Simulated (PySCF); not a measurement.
Germanium: a sound run and one with changed settings

Sound run: Ge⁺ [Ar] 3d10 4s2 4p1, Ge²⁺ [Ar] 3d10 4s2. All numbers are calculated (PySCF 2.14, scalar relativity by spin-free X2C-1e, in x2c-SVPall (5s4p3d, 32 functions)). The sound run starts from symmetry-adapted Hartree-Fock orbitals and uses a fine grid where one is needed.

Changed run: radial step 0.5 in ln r (0.13 in the sound run). This setting is unsound on purpose.

| species | method | sound run (hartree) | changed run (hartree) | converged |
| --- | --- | --- | --- | --- |
| Ge⁺ | UHF | -2096.41326 | -2096.41326 | yes |
| Ge⁺ | r2SCAN | -2098.04375 | -2097.90669 | yes |
| Ge⁺ | MN15 | -2099.33079 | -2099.64774 | yes |
| Ge²⁺ | UHF | -2095.85338 | -2095.85338 | yes |
| Ge²⁺ | r2SCAN | -2097.45558 | -2097.31554 | yes |
| Ge²⁺ | MN15 | -2098.74748 | -2099.06244 | yes |

Ionisation energy of Ge⁺:

| method | sound run (eV) | changed run (eV) |
| --- | --- | --- |
| UHF | 15.235 | 15.235 |
| r2SCAN | 16.005 | 16.086 |
| MN15 | 15.873 | 15.927 |

A coarse radial grid mis-integrates the density and the exchange-correlation energy, with errors of either sign; Hartree-Fock needs no grid.

For comparison, NIST gives 15.935 eV between the lowest levels.
